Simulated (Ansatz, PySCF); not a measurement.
Reaction (SMILES): C[C@H](Cl)CCCl → C[C@H](Cl)[CH]CCl + H atom (the C-H bond at the site shown breaks; other sites are not compared here)
Geometries: B3LYP-D3(BJ)/def2-TZVP minima from Ansatz (a first-principles code), one conformer each, not searched for the lowest. Frequencies are from Ansatz or PySCF.
Geometry of the first species:
SMILES: C[C@H](Cl)CCCl
```xyz
14

C     -2.3265     0.7480     0.5144
C     -0.9958     0.2045     0.0361
C      0.1046     0.3336     1.0767
C      1.4816    -0.1025     0.6208
Cl     2.1038     0.9384    -0.7235
Cl    -1.1968    -1.5530    -0.4249
H     -2.2255     1.8138     0.7343
H     -3.0951     0.6250    -0.2470
H     -2.6534     0.2373     1.4212
H     -0.6912     0.6879    -0.8893
H     -0.1643    -0.2606     1.9556
H      0.1448     1.3798     1.3929
H      1.4753    -1.1200     0.2408
H      2.2061    -0.0175     1.4261
```
Charge 0, spin multiplicity 1.

Quantity: bond dissociation energy (0 K, with B3LYP-D3(BJ) harmonic zero-point energies), in kJ/mol. Correlated levels leave the core frozen unless marked. UHF or UKS for open shells. Spin-orbit coupling is left out. No relativistic terms. Basis-set limits of correlation are two-point, X^-3; Hartree-Fock from the larger set.

```
level                                        program  bond dissociation energy (kJ/mol)
------------------------------------  --------------  ---------------------------------
PBE-D3(BJ)/def2-TZVPD                 Ansatz + dftd3                              378.0
PBE-D4/def2-TZVPD                     Ansatz + dftd4                              377.5
BLYP-D3(BJ)/def2-TZVPD                Ansatz + dftd3                              374.0
revPBE-D3(BJ)/def2-TZVPD              Ansatz + dftd3                                ___
r2SCAN-D3(BJ)/def2-TZVPD              Ansatz + dftd3                              376.1
B97M-V/def2-TZVPD                             Ansatz                              390.2
PBE0-D4/def2-TZVP                     Ansatz + dftd4                              386.3
PBE0-D4/def2-TZVPD                    Ansatz + dftd4                              385.9
PBE0/def2-TZVPD                               Ansatz                              383.5
CAM-B3LYP/def2-TZVPD                          Ansatz                                ___
LC-wPBE-D3(BJ)/def2-TZVPD             Ansatz + dftd3                              395.7
LC-wPBE-D4/def2-TZVPD                 Ansatz + dftd4                              395.9
B2GP-PLYP-D4/def2-TZVPD               Ansatz + dftd4                              395.2
SCS-MP2/6-31G                                 Ansatz                              350.1
CCSD/cc-pV(T+d)Z                              Ansatz                                ___
CCSD(T)/CBS(cc-pV(T+d)Z,cc-pV(Q+d)Z)          Ansatz                              410.0
```

Problem. Some entries are withheld; supply them.

Solution. 
- revPBE-D3(BJ)/def2-TZVPD, bond dissociation energy (kJ/mol): 372.3
- CAM-B3LYP/def2-TZVPD, bond dissociation energy (kJ/mol): 393.0
- CCSD/cc-pV(T+d)Z, bond dissociation energy (kJ/mol): 402.7
